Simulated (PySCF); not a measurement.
**Dipole moment and polarisability of 3-fluorostyrene**

Compound: 3-fluorostyrene, C8H7F.
Geometry (GFN2-xTB, Å), atoms numbered from 1 in this order:
```xyz
16
C8H7F angstrom
C      2.7333    0.7450   -0.3406
C      1.8777   -0.2691   -0.3006
C      0.4385   -0.1878   -0.0803
C     -0.3107   -1.3667   -0.0718
C     -1.6777   -1.3479    0.1309
C     -2.3396   -0.1486    0.3310
C     -1.5925    1.0157    0.3216
F     -2.2219    2.1960    0.5159
C     -0.2281    1.0208    0.1216
H      2.4316    1.7695   -0.2078
H      3.7838    0.5841   -0.5115
H      2.2501   -1.2761   -0.4433
H      0.1917   -2.3105   -0.2266
H     -2.2351   -2.2726    0.1335
H     -3.4049   -0.1051    0.4916
H      0.2963    1.9622    0.1250
```

Level: B3LYP/def2-SVPD (PySCF), static field, nuclei fixed, core orbitals frozen in the response. The polarisability tensor in these axes (au):

```
x   135.50  10.38 -11.11
y    10.38  99.79   2.39
z   -11.11   2.39  55.99
```

Q: Diagonalise the tensor; give its mean and Δα, where Δα² is half the sum of the squared differences of the eigenvalues.

A: Principal values 54.15, 97.60 and 139.53 au; mean 97.09 au = 14.39 Å³ = 16.01 × 10⁻⁴⁰ C²·m²/J; Δα = 73.95 au (76 % of the mean).

Q: What is the dipole moment, and where does it point?

A: (0.75, -1.43, -0.24) D, 1.64 D in size, pointing from the negative to the positive side. Measured along this direction, the outermost atoms are F8 at the negative end and H12 and H13 at the positive end.

Q: Give the eigenvalues of the traceless quadrupole moment Θ = ½Σq(3rr − r²1), origin at the centre of nuclear charge.

A: -6.56, -2.75, 9.30 D·Å. The values depend on the origin, since the dipole doesn't vanish. The electronic extent ⟨r²⟩ about the same centre is 1239 bohr², a root-mean-square distance of 2.33 Å for the 64 electrons.

Q: Along which axes do the principal values lie, and how far do the nuclei extend along each?

A: Largest value along (0.96, 0.24, -0.12), where the nuclei span 7.21 Å; middle along (-0.23, 0.97, 0.12), 5.00 Å; least along (0.15, -0.08, 0.99), 0.00 Å. The response follows the extents in order.

Q: What would n − 1 = 2πNα be for an ideal gas of these molecules at 273.15 K and 1 atm, electronic part alone?

A: N = p/kT = 2.6868 × 10¹⁹ cm⁻³, so n − 1 = 2π × N × 14.39 × 10⁻²⁴ cm³ = 2429 × 10⁻⁶ at long wavelengths, for an ideal gas.

Q: In TDDFT the mean static polarisability is Σ f/ω² over all singlet excitations (ω in hartree). How much of it do the 8 lowest give? Their energies (eV) and oscillator strengths: 4.72, 0.1323; 5.02, 0.2306; 5.85, 0.1849; 6.37, 0.0056; 6.42, 0.1501; 6.54, 0.2857; 6.77, 0.0064; 6.96, 0.0024.

A: They add up to 23.06 au, 23.7 % of the 97.09 au; the largest single term is 6.78 au, from the state at 5.02 eV. Terms in order: 4.40, 6.78, 4.00, 0.10, 2.70, 4.94, 0.10, 0.04 au. Higher excitations give the rest. The strengths listed sum to 0.998.

One conformer (not necessarily the lowest) at the GFN2-xTB geometry, without solvent, vibrations or thermal averaging.
